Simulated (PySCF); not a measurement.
Computed shifts of a molecule C3H8BNO, KT2/pcSseg-1 (PySCF), GIAO, gas phase, equivalent atoms averaged, in ppm (number of nuclei): ¹³C: 74.0 (1), 73.0 (1), 35.1 (1). ¹⁵N: 113.7 (1). ¹H: 4.81 (2), 4.64 (2), 3.88 (1), 3.07 (3). References: ¹³C against TMS (σ = 185.1 ppm); ¹⁵N against NH3 (σ = 266.2 ppm); ¹¹B against BF3 (σ = 89.8 ppm); ¹⁷O against H2O (σ = 330.4 ppm); ¹H against TMS (σ = 31.47 ppm), references at their B3LYP-D3(BJ)/def2-TZVP geometries, non-relativistic. Geometry optimised at PBE0-D3(BJ)/def2-SVP. The values are those of a single conformer.

### Question
Which structure fits?
(A) CNB1COC1
(B) NB1CCCO1
(C) C=C(C)B(N)O
(D) C=CB(O)NC

### Answer
A, CNB1COC1
